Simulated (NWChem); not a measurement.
# sulfur difluoride (SF₂); SMILES FSF

Computed with NWChem. Pople sets run with spherical d functions. All runs use the structure optimised with PBE0/def2-SVP. Computed dipoles belong to the equilibrium geometry; the measured one is vibrationally averaged.

Measured dipole moment: 1.05 D (NIST CCCBDB, as tabulated in the package chemicals).

| level | dipole moment (D) | computed − measured |
|---|---|---|
| B3LYP/STO-3G | 0.45 | -0.60 |
| B3LYP/3-21G | 1.31 | +0.26 |
| B3LYP/6-31G* | 1.23 | +0.18 |
| B3LYP/6-31+G* | 1.42 | +0.37 |
| B3LYP/def2-SVP | ? | ? |
| B3LYP/def2-SVPD | ? | ? |
| B3LYP/def2-TZVP | 1.23 | +0.18 |
| B3LYP/6-311++G** | 1.55 | +0.50 |
| B3LYP/aug-cc-pVTZ | 1.14 | +0.09 |

**Question.** What belongs in the gaps?

**Answer.** 
- B3LYP/def2-SVP, dipole moment (D): 1.43
- B3LYP/def2-SVP, computed − measured: +0.38
- B3LYP/def2-SVPD, dipole moment (D): 1.21
- B3LYP/def2-SVPD, computed − measured: +0.16
